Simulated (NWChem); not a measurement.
Species: CHF, singlet; SMILES F[CH]

Results from NWChem. Low-valent species are run as closed-shell singlets; no triplet was tried in these runs. All runs use the structure optimised with PBE0-D3(BJ)/def2-TZVP. Core excitations by TDA in a window of 1s orbitals, non-relativistic and unshifted: absolute energies depend strongly on the exact-exchange share.

Question: What does the run give for F K edge, BHandHLYP/cc-pVTZ? Quantities: first 1s excitation (eV); dipole oscillator strength of the first; first state with f > 0.002 (eV); dipole oscillator strength of that state.

Answer: 
| Quantity | Value |
|---|---|
| first 1s excitation (eV) | 683.0 |
| dipole oscillator strength of the first | 0.0211 |
| first state with f > 0.002 (eV) | 683.0 |
| dipole oscillator strength of that state | 0.0211 |
